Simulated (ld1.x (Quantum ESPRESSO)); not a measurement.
## P (Z = 15): variants of one RRKJ potential

Base potential:

ld1.x (Quantum ESPRESSO) 7.5 input, shortened:

```
&input
   title='P', zed=15., rel=1, dft='PBE', iswitch=3,
   config='[Ne] 3s2 3p3 3d-2'
 /
 &inputp
   pseudotype=2, tm=.false., lloc=-1, rcloc=1.30,
   nlcc=.false.
 /
3
3S  1  0   2.00   0.00  1.40  1.40  0.0
3P  2  1   3.00   0.00  1.30  1.30  0.0
3D  3  2  -2.00   0.40  1.40  1.40  0.0
 &test
   configts(1)='3s2 3p3'
 /
```

Cutoffs, loose and tight: the cutoffs (Ry, on a coarse ladder) from which the occupation-weighted sum of valence levels, in a spherical-Bessel basis at the reference potential, stays within 10 and 1 mRy of its value at 400 Ry. They do not see the model core or the augmentation charge, which bear on the density cutoff. Test errors are all-electron minus pseudo excitation energies from the reference, over the configurations 3s2 3p2; 3s2 3p1; 3s2 3p0; 3s1 3p3; 3s2 3p2.5; 3s1 3p4; 3s0 3p5. A dash means not determined; rows that change the core or the reference have their own tests.

```csv
change,outcome,"cutoff, loose","cutoff, tight",bound ghosts,largest test error (meV)
base,generated,55 Ry,70 Ry,none,+50
wave 3s (bound): rc 1.40 bohr becomes 3s (bound): rc 0.94 bohr,failed: compute_chi: n is too large,–,–,–,–
wave 3s (bound): rc 1.40 bohr becomes 3s (bound): rc 1.08 bohr,failed: compute_chi: n is too large,–,–,–,–
wave 3s (bound): rc 1.40 bohr becomes 3s (bound): rc 1.38 bohr,generated,55 Ry,70 Ry,none,+49
wave 3s (bound): rc 1.40 bohr becomes 3s (bound): rc 1.56 bohr,failed: compute_phi: phi has nodes before r_c,–,–,–,–
wave 3s (bound): rc 1.40 bohr becomes 3s (bound): rc 1.70 bohr,failed: compute_phi: phi has nodes before r_c,–,–,–,–
wave 3s (bound): rc 1.40 bohr becomes 3s (bound): rc 1.88 bohr,failed: compute_phi: phi has nodes before r_c,–,–,–,–
wave 3s (bound): rc 1.40 bohr becomes 3s (bound): rc 2.06 bohr,generated,55 Ry,70 Ry,none,+51
```

Question: What comes out with this change to the base: wave 3s (bound): rc 1.40 bohr becomes 3s (bound): rc 1.26 bohr?

Answer: outcome: generated; cutoff, loose: 55 Ry; cutoff, tight: 70 Ry; bound ghosts: none; largest test error (meV): +61.

Reading the sweep of the s radius (base included, trends over the rows without a ghost): The loose cutoff stays near 55 Ry. The median size of the test errors (rows with all tests solved) stays near 14.1 meV. The generation fails at 0.94, 1.08, 1.56, 1.7, 1.88 bohr.
